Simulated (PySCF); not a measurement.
Compound: C7H8O2.
Atom-mapped SMILES: `[CH2:1]=[CH:2][CH2:3][C:4]1=[CH:5][O:6][CH:7]=[CH:8][O:9]1`

Cartesian coordinates in Å at the GFN2-xTB level; atoms count from 1:
```
atom  x, y, z in Å
C1     2.972    0.596   -0.114
C2     1.935    0.037    0.479
C3     1.021   -0.956   -0.178
C4    -0.388   -0.446   -0.163
C5    -1.009    0.086   -1.204
O6    -2.307    0.589   -1.179
C7    -2.851    0.549    0.091
C8    -2.241    0.024    1.138
O9    -0.985   -0.555    1.094
H10    3.604    1.306    0.391
H11    3.237    0.360   -1.131
H12    1.679    0.284    1.500
H13    1.045   -1.891    0.388
H14    1.336   -1.144   -1.204
H15   -0.560    0.180   -2.176
H16   -3.827    0.998    0.133
H17   -2.667   -0.003    2.125
```

NICS = −σ at a ghost point: NICS(0) at the centroid of the ring atoms, NICS(1) 1 Å to either side along the normal of their mean plane, zz for the tensor component along that normal. Level: GIAO PBE0/pcSseg-1 (PySCF, non-relativistic, gas phase) on the GFN2-xTB geometry, one conformer.

Ring bond lengths (Å), with Mayer bond orders in brackets: C4–C5 1.324 (1.80), C5–O6 1.392 (0.93), O6–C7 1.382 (0.96), C7–C8 1.321 (1.85), C8–O9 1.384 (0.96), O9–C4 1.396 (0.94).

Question: What do the NICS probes read (ppm)?

Answer: 
| ring | type | NICS(0) | NICS(1), two faces | NICS(1)zz, two faces | rms pucker (Å) | centre to ring atoms, mean (Å) |
| --- | --- | --- | --- | --- | --- | --- |
| C4–C5–O6–C7–C8–O9 | 6-membered ring with 2 O; formal bonds 2 double, 4 single | 8.3 | 4.8 / 5.5 | 20.6 / 21.2 | 0.02 | 1.36 |

Question: What do they say, and how far can they be read as aromaticity?

Answer: 
- C4–C5–O6–C7–C8–O9: mean NICS(1)zz 20.9 ppm, deshielded.

Question: And the bond-length index? HOMA takes Krygowski's 1993 parameters.

Answer: 
- C4–C5–O6–C7–C8–O9: HOMA -0.97; the largest term is that of O9–C4, α(R − Ropt)² = 2.70. The geometric and the magnetic index point the same way.

Question: At the first NICS(1) probe listed for ring C4–C5–O6–C7–C8–O9, 1 Å off the ring, how large is the induced field along the normal in 9.4 T applied along it?

Answer: NICSzz × B0 = 20.6 ppm × 9.4 T = 194 μT, along the applied field.

Question: How shielded are the nuclei of the rings and their hydrogens (means over atoms taken as equivalent)?

Answer: 
```tsv
atoms	environment	σ isotropic (ppm)
C4	vinylic carbon bearing oxygen	41.6
C5	vinylic carbon bearing oxygen	57.0
O6	cyclic ether oxygen	230.0
C7	vinylic carbon bearing oxygen	52.9
C8	vinylic carbon bearing oxygen	53.0
O9	cyclic ether oxygen	220.7
H15	vinylic hydrogen	26.31
H16	vinylic hydrogen	26.22
H17	vinylic hydrogen	26.13
```
